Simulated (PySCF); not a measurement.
Vertical excitation energies

4-chlorobenzaldehyde, C7H5ClO.
InChI=1S/C7H5ClO/c8-7-3-1-6(5-9)2-4-7/h1-5H

Computed, not measured: TDDFT CAM-B3LYP/def2-SVPD, vertical, gas phase, core orbitals frozen in the response (PySCF). One conformer (not necessarily the lowest) at the PBE0-D3(BJ)/def2-SVP geometry, without solvent, vibrations or thermal averaging. Torsions of this conformer, `[O:1]=[CH:2][c:3]1[cH:4][cH:5][c:6]([Cl:7])[cH:8][cH:9]1`: O1–C2–C3–C4 -1°.

| state | E (eV) | E (hartree) | f | main configurations (H = HOMO, L = LUMO) |
| --- | --- | --- | --- | --- |
| S1 | 3.88 | 0.1428 | 0.0002 | H-1→L (87%), H-1→L+4 (11%) |
| S2 | 4.99 | 0.1835 | 0.012 | H-2→L (64%), H→L+1 (33%) |
| S3 | 5.13 | 0.1884 | 0.375 | H→L (92%) |
| S4 | 6.26 | 0.2301 | 0.219 | H→L+1 (62%), H-2→L (33%) |
| S5 | 6.52 | 0.2395 | 0.0002 | H-1→L+1 (98%) |
| S6 | 6.72 | 0.2471 | 0.0000 | H-3→L (82%), H-5→L (10%) |

The lowest singlet comes at 319 nm (375 kJ/mol) in the ultraviolet; it is dark (f under 0.0005); its leading configuration is HOMO-1→LUMO (87%). The strongest level in the table is S3 at 5.13 eV (242 nm, f = 0.375). Löwdin shares by element: HOMO carbon 46% or more, chlorine 22% (atoms not listed hold the other 32%); LUMO carbon 45% or more, oxygen 18% (atoms not listed hold the other 37%). The oscillator strengths of these states sum to 0.607; summed over the whole spectrum of an exact calculation they would give the number of electrons, 72 (Thomas–Reiche–Kuhn). The listed states span 2.84 eV, and the widest gap between neighbours is 1.13 eV (S3 to S4). Weighted by f, the mean energy of these states is 5.53 eV. The window holds the lowest 6 singlets.
